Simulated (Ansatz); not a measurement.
Consider the isomerisation: `CC[C@H](C)O[C@@H](C)CC` → `CCC(C)OC(C)(C)C`.

Calculated with Ansatz (gas phase, PBE0-D4/def2-TZVP geometries, no zero-point term in ΔE). CBS: MP2 limit from def2 TZ/QZ plus the TZ coupled-cluster correction, frozen cores. Functionals use def2-TZVPP. Each species was taken in one conformer, which may not be the lowest.

(1) Is it downhill or uphill in electronic energy at CCSD(T)/CBS, and by how much? (An estimate is asked.)

(2) What do these levels give: revPBE-D4, ωB97X-V, PBE-QIDH, r2SCAN0, CCSD(T)/def2-TZVPP, HF/def2-QZVPP? (Best estimate.)

Largest T1 diagnostic among the species: 0.010.

Results:

(1) Computed: Downhill: ΔE = -4.8 kJ/mol.

(2) Computed: revPBE-D4 -3.5, ωB97X-V -2.3, PBE-QIDH -1.6, r2SCAN0 -1.2, CCSD(T)/def2-TZVPP -4.5, HF/def2-QZVPP 8.6 kJ/mol.

At CCSD(T), def2-SVP lies +3.2 kJ/mol from the extrapolated value and def2-TZVPP +0.2 kJ/mol. The D4 term adds −6.4 kJ/mol with B3LYP and −3.3 kJ/mol with PBE0; it sums over pairs of atoms, weighted by their polarisabilities, and B3LYP, whose exchange is more repulsive, gets the larger term. Leaving LDA and LC-ωPBE aside and taking each functional with its dispersion term where it has one, the values, not all of them listed here, spread over 5.0 kJ/mol, from B97M-V to B2PLYP. LDA lies −9.1 kJ/mol from PBE without D4.

B3LYP here is the variant with VWN-RPA as its local correlation; programs differ in this.
